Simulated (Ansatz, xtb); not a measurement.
## Relative energy of two isomers of C6H7BrO

Structure a: `Cc1occ(Br)c1C`, a singlet. Structure b: `C=C1C[C@H](Br)CC1=O`, a singlet. Both are isolated molecules in the gas phase, relaxed with B3LYP/def2-SVP; each stands in its lowest conformer found.

a (Å):

```
atom    x (Å)    y (Å)    z (Å)
   C  -2.2491   1.8995  -0.2217
   C  -0.9355   1.2483   0.0579
   C   1.0878   1.2283   0.9307
   C   0.9099   0.0247   0.3126
   C  -0.4101   0.0208  -0.2637
   C  -1.0543  -1.0848  -1.0396
  Br   2.1612  -1.3815   0.2264
   O  -0.0319   1.9756   0.7778
   H  -3.0901   1.3322   0.2104
   H  -2.4371   1.9982  -1.3036
   H  -2.2590   2.9070   0.2174
   H   1.9110   1.6674   1.4863
   H  -1.1369  -2.0041  -0.4361
   H  -2.0654  -0.8053  -1.3697
   H  -0.4646  -1.3435  -1.9347
```

b (Å):

```tsv
atom	x (Å)	y (Å)	z (Å)
C	-1.9681	-1.0824	-2.2217
C	-1.0424	-0.7308	-1.3226
C	0.4249	-0.4269	-1.5159
C	1.0445	-0.6162	-0.1182
C	-0.0614	-0.2113	0.8568
C	-1.3644	-0.5847	0.1416
Br	1.5289	-2.5270	0.1619
O	-2.4486	-0.7174	0.6561
H	-2.9938	-1.2628	-1.8858
H	-1.7413	-1.2036	-3.2846
H	0.9139	-1.0321	-2.2914
H	0.5542	0.6358	-1.7994
H	1.9888	-0.0790	0.0195
H	-0.0559	0.8899	0.9746
H	0.0086	-0.6517	1.8597
```

Quicker runs give these differences E(b) − E(a): GFN2-xTB +16.22 kcal/mol; HF/STO-3G +15.51 kcal/mol (at GFN2-xTB geometries); r2SCAN-D4/def2-SVP +1.23 kcal/mol (at GFN2-xTB geometries).

Problem. Estimate E(b) − E(a) at the level CCSD(T)/def2-SVP + ΔMP2/def2-TZVPP.

Solution. Calculated at CCSD(T)/def2-SVP + ΔMP2/def2-TZVPP: E(b) − E(a) = −1.97 kcal/mol, so structure b lies lower.

How the difference moves with the method:

```tsv
level	geometry	E(b) − E(a) (kcal/mol)	departure from the last row (kcal/mol)	job, with rough time for the two
GFN2-xTB	GFN2-xTB	+16.22	+18.19	optimisation, 0.16 s
HF/STO-3G	GFN2-xTB	+15.51	+17.48	single point, 0.64 s
r2SCAN-D4/def2-SVP	GFN2-xTB	+1.23	+3.20	single point, 6.6 s
B3LYP/def2-SVP	B3LYP/def2-SVP	+1.40	+3.37	optimisation, 53 s
HF/def2-SVP	B3LYP/def2-SVP	−6.32	−4.35	part of the CCSD(T) run
MP2/def2-SVP	B3LYP/def2-SVP	+0.60	+2.57	part of the CCSD(T) run
CCSD(T)/def2-SVP	B3LYP/def2-SVP	−2.86	−0.89	single point
CCSD(T)/def2-SVP + ΔMP2/def2-TZVPP	B3LYP/def2-SVP	−1.97		single point, 3.8 min
```

As drawn, b has 1 C=C, 3 C–C, 1 C=O in place of 2 C∷O, 3 C∷C (∷ is an aromatic bond). Structure a has a 5-membered ring (with an aromatic ring), b a 5-membered ring.

GFN2-xTB, HF/STO-3G, r2SCAN-D4/def2-SVP, B3LYP/def2-SVP, MP2/def2-SVP put the two in the other order. The largest departure from CCSD(T)/def2-SVP + ΔMP2/def2-TZVPP is that of GFN2-xTB, 18.19 kcal/mol. A small imaginary or near-zero mode remains, so no thermal terms are given. The last row adds to CCSD(T) the change of the MP2 difference between the two basis sets, here +0.89 kcal/mol.

The correlated steps freeze 16 core orbitals; the filled d shell of Br is correlated, in a basis made for valence electrons. Run with Ansatz 0.2.0, xtb 6.7.1; the last row on 4 threads of Arm Neoverse V1 on a shared host.
